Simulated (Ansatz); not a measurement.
One geometry of the cluster H5Au4⁻, several levels of theory.

```yaml
crystal:
  periodic: [false, false, false]
  atoms:
    - {symbol: Au, position_ang: [0.216940, -0.413688, -1.316900]}
    - {symbol: Au, position_ang: [0.070580, 0.590029, 1.236051]}
    - {symbol: Au, position_ang: [-0.023479, 1.450514, 3.875657]}
    - {symbol: Au, position_ang: [-0.157609, -1.455756, -3.865045]}
    - {symbol: H, position_ang: [0.088245, -0.891696, 0.341165]}
    - {symbol: H, position_ang: [0.450586, -0.041095, -2.953194]}
    - {symbol: H, position_ang: [-0.601185, -2.538075, -4.962612]}
    - {symbol: H, position_ang: [0.038155, 2.000964, 2.173535]}
    - {symbol: H, position_ang: [-0.082211, 1.298813, 5.471333]}
basis:
  gaussian: {orbitals: def2-TZVPD, initial_orbitals: start.molden}
total_charge: -1
hamiltonian: {xc: pbe, dispersion: d4}
scf: {omitted_lower_state_checks: [starts]}
output: {orbitals: {seedname: orbitals}}
```

The file start.molden holds the orbitals of an earlier run on this structure, at another level or in another basis.

```sh
$ ansatz run in.yaml --threads 4 --pin off --events-out ev --progress --plain --max-ram 3916MiB
```

It prints (some lines left out):

```
Functional definition: PBE
1727 factors; their error is unknown
mean field evaluation 1: about -14865.7388 eV, gradient 1.0e1 eV
mean field evaluation 2: about -14865.9431 eV, gradient 2.2e-1 eV
mean field evaluation 4: about -14865.9289 eV, gradient 5.7e-4 eV
mean field -14865.92891291 eV, -546.3128110611 hartree, gradient 7.3e-6 eV, S^2 0.000000; 0 other end points of the search recorded, 0 dependent functions left out
reference -14865.92897181 eV, -546.3128132254 hartree; 41, 41 occupied and 176, 176 virtual orbitals, 1727 factors
Total energy: -14866.24612655 eV, -546.3244684471 hartree
Checks for a lower state left out: starts
```

Hardware: 4 threads of Intel Xeon on a shared host. Wall time 4.9 s.

As the first input, with `correlation: {method: mp2}` and without the key `hamiltonian` (abridged; 9.5 s):

```
Functional definition: HF
mean field -14753.69237793 eV, -542.1881944769 hartree, gradient 3.5e-6 eV, S^2 0.000000
second order -51.81330880 eV of doubles, -0.00000000 eV of singles
Total energy: -14805.50568673 eV, -544.0922984551 hartree
Checks for a lower state left out: starts
```

First input, but with `hamiltonian: {xc: {name: wB97M-V}}` (abridged; 24 s):

```
Functional definition: wB97M-V
mean field -14851.06807259 eV, -545.7666852523 hartree, gradient 2.1e-5 eV, S^2 0.000000
Total energy: -14851.06814506 eV, -545.7666879153 hartree
Checks for a lower state left out: starts
```

As the first input, with `hamiltonian: {xc: lda}` (abridged; 2.9 s):

```
Functional definition: SPW92
mean field -14840.24718386 eV, -545.3690249260 hartree, gradient 2.4e-5 eV, S^2 0.000000
Total energy: -14840.24724027 eV, -545.3690269990 hartree
Checks for a lower state left out: starts
```

First input, but with `hamiltonian: {xc: {name: revPBE}, dispersion: d4}` (abridged; 5.5 s):

```
Functional definition: revPBE
mean field -14870.82742990 eV, -546.4928282399 hartree, gradient 1.0e-5 eV, S^2 0.000000
Total energy: -14871.56037780 eV, -546.5197635786 hartree
Checks for a lower state left out: starts
```

The first input with `hamiltonian: {xc: hse06, dispersion: d4}` (abridged; 9.5 s):

```
Functional definition: HSE06
mean field -14860.64485168 eV, -546.1186253925 hartree, gradient 5.8e-5 eV, S^2 0.000000
Total energy: -14860.90859511 eV, -546.1283177847 hartree
Checks for a lower state left out: starts
```

First input, but with `hamiltonian: {xc: r2scan, dispersion: d4}`, `output: {forces: true, orbitals: {seedname: orbitals}}` (abridged; 12 s):

```
Functional definition: r2SCAN
mean field -14868.18592278 eV, -546.3957546439 hartree, gradient 1.7e-5 eV, S^2 0.000000
Total energy: -14868.25999210 eV, -546.3984766412 hartree
Atom 0 force    -0.028771    -0.006761     0.013195 eV/Å
Atom 1 force     0.003949    -0.023641    -0.003916 eV/Å
Atom 2 force     0.003194    -0.029757    -0.069899 eV/Å
Atom 3 force     0.006946     0.021404     0.071411 eV/Å
Atom 4 force     0.004578     0.056760    -0.021417 eV/Å
Atom 5 force    -0.019871    -0.046587     0.014275 eV/Å
Atom 6 force     0.027748     0.064380     0.063630 eV/Å
Atom 7 force    -0.001505    -0.046088     0.026623 eV/Å
Atom 8 force     0.003733     0.010291    -0.093903 eV/Å
Dipole moment:     0.134355     0.189775    -0.078488 e Å
Checks for a lower state left out: starts
```

Geometry: r2SCAN-D4/def2-SVPD.

In the def2 sets Au takes a core potential; there is no spin–orbit coupling. HSE06 is defined as in plane-wave codes, on full-range PBE exchange. Correlated methods freeze no core orbitals; core or outer-core shells of Au are correlated, in sets that lack core-valence functions. The structure comes from a short search, and lower isomers may exist.
